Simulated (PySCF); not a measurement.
# Electronic structure of Fe³⁺ (iron, charge +3) at the wB97X level

Configuration: [Ar] 3d5, high-spin 6S determinant. All numbers are calculated (PySCF 2.14, the spin-free X2C one-electron Hamiltonian (Gaussian nucleus), in aug-cc-pwCVTZ-DK with one added diffuse shell each of s, p, d, f, g type (11s10p8d5f4g, 152 functions)).

* Total energy: -1270.621 hartree
* One-electron energy: -1721.650 hartree
* Hartree (Coulomb) energy: 506.399 hartree
* Exchange-correlation energy: -55.369 hartree
* ⟨S²⟩: 8.7506
* ⟨L²⟩: 0.000
* Sum of ⟨r⟩: 13.59 bohr
* Sum of ⟨r²⟩: 12.97 bohr²
* Langevin diamagnetic susceptibility: -10.3 ×10⁻⁶ cm³/mol
* Time after the integrals: 9.9 s of wall time on 2 threads of Neoverse-V1 (shared host)

| shell | electrons | mean orbital energy (eV) | rms radius, mean of both spins (bohr) |
| --- | --- | --- | --- |
| 1s β | 1 | -7063.8 | 0.0675 |
| 1s α | 1 | -7063.8 | 0.0675 |
| 2s α | 1 | -871.83 | 0.290 |
| 2s β | 1 | -869.06 | 0.290 |
| 2p α | 3 | -748.16 | 0.261 |
| 2p β | 3 | -745.91 | 0.261 |
| 3s α | 1 | -140.89 | 0.865 |
| 3s β | 1 | -134.15 | 0.865 |
| 3p α | 3 | -105.77 | 0.918 |
| 3p β | 3 | -98.560 | 0.918 |
| 3d α | 5 | -50.167 | 1.08 |

Densities and radii are taken from the X2C orbitals without a picture-change correction, which distorts them close to the nucleus.
